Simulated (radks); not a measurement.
Values are calculated unless marked as measured or tabulated.
Polarisability of the neon ion Ne6+, [He] 2s2, at imaginary frequency. Code: a radial shooting solver on a logarithmic mesh with Libxc functionals. Model: scalar-relativistic Kohn-Sham, PBE, spin-polarised, spherical densities, finite nucleus; Fermi nuclear charge, rms radius 3.0055 fm. Response by self-consistent Sternheimer equations with the Hartree and adiabatic LDA kernel, the relativistic mass of each level held fixed and spin-orbit coupling left out.

w (hartree)  alpha1(iw) (bohr^3)  alpha2(iw) (bohr^5)
0.00266                   0.4793              0.09572
0.0143                    0.4792              0.09572
0.0360                    0.4786              0.09571
0.0697                    0.4768              0.09570
0.118                     0.4722              0.09566
0.186                     0.4621              0.09558
0.280                     0.4421              0.09540
0.413                     0.4057              0.09502
0.605                     0.3467              0.09424
0.892                     0.2658              0.09255
1.35                      0.1775              0.08882
2.12                      0.1036              0.08030
3.59                     0.05390              0.06178
6.94                     0.02308              0.03155
17.5                    0.005984             0.006972

Static values: alpha1 = 0.4793 bohr^3 (0.07102 angstrom^3; uncoupled 0.8803), alpha2 = 0.09572 bohr^5, alpha3 = 0.07649 bohr^7. C6 = 0.1813, C8 = 0.3178, triple-dipole C9 = 0.06208 atomic units. One-pole (London) frequency 4 C6 / (3 alpha1^2) = 1.052 hartree, against 7.073 for minus the highest occupied eigenvalue.
